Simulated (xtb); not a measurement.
C₃H₉Sb, singlet, from a rough starting geometry; GFN2-xTB (xtb).

Input for xtb:
```
$ xtb mol.xyz --gfn 2 --opt vtight --json

# file mol.xyz
13

Sb     0.01647233     0.06438803     1.31982456
C      0.13068917    -1.81594735     0.04757879
H      0.76896234    -2.52073987     0.60877571
H      0.56953803    -1.62315963    -0.90972193
H     -0.77956354    -2.21664596    -0.07231786
C      1.45996762     1.09180463     0.02743073
H      2.48023512     0.68852945     0.29333554
H      1.43790128     2.14822368     0.25224359
H      1.24384938     0.88576905    -0.96651152
C     -1.73614130     0.74536905     0.06140022
H     -2.55812388     0.23998634     0.28594717
H     -1.39938643     0.44646609    -1.03384678
H     -1.75509205     1.79265900     0.15755577
```

**Question.** Predict the main parts of the log of this xtb run.

**Answer.** 
```
   ID    Z sym.   atoms
    1   51 Sb     1
    2    6 C      2, 6, 10
    3    1 H      3-5, 7-9, 11-13

           -------------------------------------------------
          |                Calculation Setup                |
           -------------------------------------------------

           -------------------------------------------------
          |                 G F N 2 - x T B                 |
           -------------------------------------------------

          ...................................................
          :                      SETUP                      :
          :.................................................:
          :  # basis functions                  31          :
          :  # atomic orbitals                  30          :
          :  # shells                           18          :
          :  # electrons                        26          :
          :  max. iterations                   250          :
          :  Hamiltonian                  GFN2-xTB          :
          :  restarted?                      false          :
          :  GBSA solvation                  false          :
          :  PC potential                    false          :
          :  electronic temp.          300.0000000     K    :
          :  accuracy                    1.0000000          :
          :  -> integral cutoff          0.2500000E+02      :
          :  -> integral neglect         0.1000000E-07      :
          :  -> SCF convergence          0.1000000E-05 Eh   :
          :  -> wf. convergence          0.1000000E-03 e    :
          :  Broyden damping             0.4000000          :
          :  net charge                          0          :
          :  unpaired electrons                  0          :
          ...................................................

 iter      E             dE          RMSdq      gap      omega  full diag
   1    -13.3430526 -0.133431E+02  0.533E+00    4.33       0.0  T
   2    -13.3544365 -0.113839E-01  0.359E+00    4.45       1.0  T
   3    -13.3139454  0.404910E-01  0.244E+00    4.37       1.0  T
   4    -13.3645035 -0.505581E-01  0.614E-01    4.44       1.0  T
   5    -13.3655966 -0.109309E-02  0.197E-01    4.44       1.0  T
   6    -13.3656309 -0.343406E-04  0.107E-01    4.44       1.0  T
   7    -13.3656454 -0.144696E-04  0.252E-02    4.45       1.1  T
   8    -13.3656498 -0.444753E-05  0.119E-02    4.44       2.3  T
   9    -13.3656497  0.115400E-06  0.701E-03    4.44       4.0  T
  10    -13.3656499 -0.167302E-06  0.307E-03    4.45       9.0  T
  11    -13.3656499 -0.825224E-10  0.132E-03    4.45      21.0  T
  12    -13.3656499 -0.397737E-08  0.281E-04    4.45      98.9  T
  13    -13.3656499 -0.215774E-10  0.215E-05    4.45    1291.9  T

   *** convergence criteria satisfied after 13 iterations ***

         :::::::::::::::::::::::::::::::::::::::::::::::::::::
         ::                     SUMMARY                     ::
         :::::::::::::::::::::::::::::::::::::::::::::::::::::
         :: total energy             -13.167898754433 Eh    ::
         :: gradient norm              0.185418615758 Eh/a0 ::
         :: HOMO-LUMO gap              4.445044128798 eV    ::
         ::.................................................::
         :: SCC energy               -13.365633771633 Eh    ::
         :: -> isotropic ES            0.015773321851 Eh    ::
         :: -> anisotropic ES          0.004344999753 Eh    ::
         :: -> anisotropic XC          0.007197399526 Eh    ::
         :: -> dispersion             -0.007530188156 Eh    ::
         :: repulsion energy           0.197735017201 Eh    ::
         :: add. restraining           0.000000000000 Eh    ::
         :: total charge               0.000000000000 e     ::
         :::::::::::::::::::::::::::::::::::::::::::::::::::::

      -----------------------------------------------------------
     |                   =====================                   |
[...]
 * total energy  :   -13.1925143 Eh     change       -0.2228346E-05 Eh
 * total energy  :   -13.1925150 Eh     change       -0.7369730E-06 Eh
 * total energy  :   -13.1925162 Eh     change       -0.1218072E-05 Eh
 * total energy  :   -13.1925166 Eh     change       -0.3446159E-06 Eh
 * total energy  :   -13.1925169 Eh     change       -0.2934345E-06 Eh
 * total energy  :   -13.1925173 Eh     change       -0.4105542E-06 Eh
 * total energy  :   -13.1925179 Eh     change       -0.5714467E-06 Eh
 * total energy  :   -13.1925185 Eh     change       -0.6636661E-06 Eh
 * total energy  :   -13.1925190 Eh     change       -0.5149644E-06 Eh
 * total energy  :   -13.1925192 Eh     change       -0.2062374E-06 Eh
 * total energy  :   -13.1925194 Eh     change       -0.1022878E-06 Eh
 * total energy  :   -13.1925194 Eh     change       -0.8826644E-07 Eh
   *** GEOMETRY OPTIMIZATION CONVERGED AFTER 41 ITERATIONS ***
         :: total energy             -13.192519439274 Eh    ::
[...]
        17                          0.0645459               1.7564
        18                          0.0848142               2.3079
        19                          0.0849036               2.3103
        20                          0.1742505               4.7416
        21                          0.1919796               5.2240
        22                          0.1920160               5.2250
        23                          0.2186385               5.9495
        24                          0.2190021               5.9594
       ...                                ...                  ...
        30                          0.5773256              15.7098
      -------------------------------------------------------------
                  HL-Gap            0.1879011 Eh            5.1131 eV
             Fermi-level           -0.2693259 Eh           -7.3287 eV

     #   Z          covCN         q      C6AA      α(0)
     1  51 Sb       2.675     0.224   368.484    36.569
     2   6 C        3.665    -0.165    23.999     7.026
     3   1 H        0.926     0.025     2.658     2.550
     4   1 H        0.926     0.040     2.453     2.449
     5   1 H        0.926     0.025     2.655     2.548
     6   6 C        3.665    -0.165    23.999     7.026
     7   1 H        0.926     0.025     2.654     2.548
     8   1 H        0.926     0.025     2.659     2.550
     9   1 H        0.926     0.040     2.453     2.449
    10   6 C        3.665    -0.165    23.999     7.026
    11   1 H        0.926     0.025     2.658     2.550
    12   1 H        0.926     0.040     2.453     2.449
    13   1 H        0.926     0.025     2.655     2.548

 Mol. C6AA /au·bohr⁶  :       2310.570086
 Mol. C8AA /au·bohr⁸  :     106361.903675
 Mol. α(0) /au        :         80.288034

Wiberg/Mayer (AO) data.
largest (>0.10) Wiberg bond orders for each atom

 ---------------------------------------------------------------------------
     #   Z sym  total        # sym  WBO       # sym  WBO       # sym  WBO
 ---------------------------------------------------------------------------
     1  51 Sb   3.051 --     6 C    0.981    10 C    0.981     2 C    0.981
     2   6 C    3.979 --     3 H    0.987     5 H    0.987     1 Sb   0.981
                             4 H    0.977
     3   1 H    0.999 --     2 C    0.987
     4   1 H    0.998 --     2 C    0.977
     5   1 H    0.999 --     2 C    0.987
     6   6 C    3.979 --     8 H    0.987     7 H    0.987     1 Sb   0.981
                             9 H    0.977
     7   1 H    0.999 --     6 C    0.987
     8   1 H    0.999 --     6 C    0.987
     9   1 H    0.998 --     6 C    0.977
    10   6 C    3.979 --    11 H    0.987    13 H    0.987     1 Sb   0.981
                            12 H    0.977
    11   1 H    0.999 --    10 C    0.987
    12   1 H    0.998 --    10 C    0.977
    13   1 H    0.999 --    10 C    0.987
 ---------------------------------------------------------------------------

Topologies differ in total number of bonds
Writing topology from bond orders to xtbtopo.mol

molecular dipole:
                 x           y           z       tot (Debye)
 q only:       -0.005       0.006       0.328
   full:        0.003      -0.003      -0.171       0.435
molecular quadrupole (traceless):
                xx          xy          yy          xz          yz          zz
 q only:       -1.154      -0.001      -1.156      -0.063       0.055       2.310
  q+dip:        0.092      -0.000       0.091       0.010      -0.002      -0.183
   full:        0.946       0.001       0.945       0.050      -0.047      -1.892

optimized geometry written to: xtbopt.xyz

           -------------------------------------------------
          | TOTAL ENERGY              -13.192519439274 Eh   |
          | GRADIENT NORM               0.000046117299 Eh/α |
          | HOMO-LUMO GAP               5.113050268997 eV   |
           -------------------------------------------------
```
